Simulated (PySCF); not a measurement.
PySCF 2.14 output of a UHF calculation on a single atom or ion in aug-cc-pwCVTZ-DK3, with the spin-free X2C one-electron Hamiltonian (Gaussian nucleus):

```
SCF conv_tol = 1e-09
number electrons alpha = 41  beta = 40
cycle= 1 E= -20241.7520734543  delta_E= -0.00207  |g|= 0.0136  |ddm|= 0.0623
cycle= 2 E= -20241.7523374472  delta_E= -0.000264  |g|= 0.00544  |ddm|= 0.0288
cycle= 3 E= -20241.75239299  delta_E= -5.55e-05  |g|= 0.00103  |ddm|= 0.0272
cycle= 4 E= -20241.7523946131  delta_E= -1.62e-06  |g|= 0.000608  |ddm|= 0.00782
cycle= 5 E= -20241.7523949386  delta_E= -3.26e-07  |g|= 0.000159  |ddm|= 0.00355
cycle= 6 E= -20241.752395036  delta_E= -9.73e-08  |g|= 4.13e-05  |ddm|= 0.00293
cycle= 7 E= -20241.7523950406  delta_E= -4.67e-09  |g|= 1.17e-05  |ddm|= 0.00058
cycle= 8 E= -20241.7523950408  delta_E= -1.64e-10  |g|= 1.47e-06  |ddm|= 8.44e-05
converged SCF energy = -20241.7523950408  <S^2> = 0.75933546  2S+1 = 2.0093138
```

The run itself started from symmetry-adapted Hartree-Fock orbitals and held the occupation by maximum overlap, so the iterations belong to that start.

Question: Which element, charge and spin multiplicity is this?

Answer: Tl (thallium, neutral), multiplicity 2; the state was [Xe] 4f14 5d10 6s2 6p1, 2P determinant.

Spin-orbit coupling, absent here, splits the open shell strongly.
